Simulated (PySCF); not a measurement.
## Ionisation energy of Ce³⁹⁺ by level of theory

Ce³⁹⁺ [Ar] 3d1 [3d3/2^1, M_J = 3/2] → Ce⁴⁰⁺ [Ar], as a difference of total energies. All numbers are calculated (PySCF 2.14, the two-component X2C-1e Hamiltonian, in an uncontracted even-tempered set (16 s from 8.1 bohr⁻², ratio 2.8; 12 p from 11 bohr⁻², ratio 2.8; 8 d from 11 bohr⁻², ratio 2.8; 3 f from 32 bohr⁻², ratio 3)). Correlated levels: [Ne] frozen; the 74 highest virtual spinors dropped. "Screened" scales the spin-orbit matrix elements by Boettger's factors to mimic the two-electron term; Breit and QED terms are absent.

| method | ionisation energy (eV) |
| --- | --- |
| GHF (spin-free) | 2793.2 |
| GMP2 (spin-free) | 2792.8 |
| GHF (screened spin-orbit) | 2807.5 |
| GMP2 (screened spin-orbit) | 2807.2 |

Breit and QED terms and the two-electron picture change are absent.

The spin-free rows lack the spin-orbit shift.

For comparison: 2806 ± 4 eV (theoretical estimate listed by NIST; NIST Atomic Spectra Database, ionization energies).
